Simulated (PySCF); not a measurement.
Does the answer move with the share of exact exchange?

Species: BrGeH5OSi.
InChI=1S/BrGeH5OSi/c1-4-3-2/h4H2,2H3

Torsions of this conformer, `[GeH3:1][O:2][SiH2:3][Br:4]`: Ge1–O2–Si3–Br4 10°.

PySCF, def2-SVPD basis, density fitting, gas phase, PBE0-D3(BJ)/def2-SVP geometry; singlet excitations by full TDDFT with frozen cores, triplets by Tamm–Dancoff TDDFT and ionisation energies by ΔSCF, from the lowest of the holes tried. One functional is left out:

| functional | exact exchange (%) | HOMO energy (eV) | LUMO energy (eV) | lowest singlet excitation (eV) | lowest triplet excitation (eV) | mean polarisability (au) | vertical ionisation energy (eV) |
| --- | --- | --- | --- | --- | --- | --- | --- |
| LDA | 0 | -7.03 | -1.49 | 5.60 | 5.48 | 85.7 | 9.76 |
| PBE | 0 | -6.96 | -1.26 | 5.75 | 5.61 | 84.3 | 9.68 |
| B3LYP | 20 | -8.01 | -0.63 | 6.49 | 6.28 | 81.3 | 10.16 |
| BHandHLYP | 50 | -9.41 | 0.40 | 7.29 | 6.86 | 77.6 | 10.59 |

Question: Predict the row of PBE0 (25 % exact exchange) by straight lines through the other rows, and check it.

Answer: 
| property | line | computed | computed − line | B3LYP (20 %), for comparison |
| --- | --- | --- | --- | --- |
| HOMO energy (eV) | -8.22 | -8.25 | -0.03 | -8.01 |
| LUMO energy (eV) | -0.48 | -0.41 | +0.07 | -0.63 |
| lowest singlet excitation (eV) | 6.53 | 6.67 | +0.14 | 6.49 |
| lowest triplet excitation (eV) | 6.26 | 6.39 | +0.13 | 6.28 |
| mean polarisability (au) | 81.1 | 80.5 | -0.6 | 81.3 |
| vertical ionisation energy (eV) | 10.18 | 10.22 | +0.04 | 10.16 |
